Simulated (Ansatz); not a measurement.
Cost and result for the atomization energy of CH$_{4}$FGaGe (8 atoms, 7 bonds).

Z-matrix (Å, degrees):
```
C
Ga 1 2.105
Ge 1 1.906 2 103.8
H 1 1.094 2 109.8 3 -120.2
H 1 1.094 2 109.8 3 120.2
F 3 1.791 1 99.0 2 -0.0
H 3 1.538 1 117.9 2 -110.4
H 3 1.538 1 117.9 2 110.3
```

Total charge 0; spin multiplicity 1. Correlated methods include outer-core shells of Ga, Ge, which these sets cover unevenly. Scalar relativity is left out up to krypton. The bonds changed during the relaxation, so this is another structure than the one it started from. All single points use the PBE0-D4/def2-TZVP geometry. Program: Ansatz. All runs use 4 threads of an Arm Neoverse V1 on a shared host. Times are those of one run each, without the atoms' runs, and a repeat can differ threefold. Electronic energies, without spin–orbit coupling; frozen cores. CCSD(T)/CBS adds CCSD(T) − MP2 in def2-TZVPP to the MP2 limit, and its time is that of the two runs behind it. T1 = 0.013. With those shells the extrapolation isn't a true limit. B3LYP takes the VWN-RPA correlation (the form of Gaussian; ORCA's B3LYP/G).

CCSD(T)/CBS is a level of theory with its own doubt, some kJ/mol a heavy atom from the limit and from the frozen cores, so smaller differences don't rank the functionals.

```tsv
level	functions	wall time	atomization (kJ/mol)	difference from CCSD(T)/CBS	per bond
PBE-D4/def2-TZVPP (with forces)	214	2.6 s	2541.9	7.5	1.1
PBE0-D4/def2-TZVPP	214	3.5 s	2499.5	-34.9	-5.0
B3LYP-D4/def2-TZVPP (with forces)	214	4.9 s	2499.4	-35.0	-5.0
r2SCAN-D4/def2-TZVPP (with forces)	214	5.5 s	2523.3	-11.1	-1.6
B2PLYP/def2-TZVPP	214	6 s	2483.1	-51.3	-7.3
ωB97X-V/def2-TZVPP	214	9 s	2528.8	-5.6	-0.8
ωB97M-V/def2-TZVPP (with forces)	214	13 s	2508.5	-25.9	-3.7
MP2/def2-QZVPP	412	24 s	2543.7	9.3	1.3
CCSD(T)/def2-TZVPP	214	2.6 min	2479.0	-55.4	-7.9
CCSD(T)/CBS(def2)	–	3 min	2534.4	0.0	0.0
```

The D4 term adds +31.3 kJ/mol with B3LYP and +16.1 kJ/mol with PBE0; it sums over pairs of atoms, weighted by their polarisabilities, and B3LYP, whose exchange is more repulsive, gets the larger term. From PBE to PBE0 (25 % exact exchange), in def2-TZVPP and without D4, the atomization energy moves by −39.5 kJ/mol: exact exchange takes away binding that semilocal exchange gives to molecules. In def2-TZVPP, CCSD(T) changes the Hartree–Fock value by +658.9 kJ/mol (the triples alone add +39.4 kJ/mol) and MP2 by +691.4 kJ/mol; breaking electron pairs costs correlation energy, which Hartree–Fock lacks.
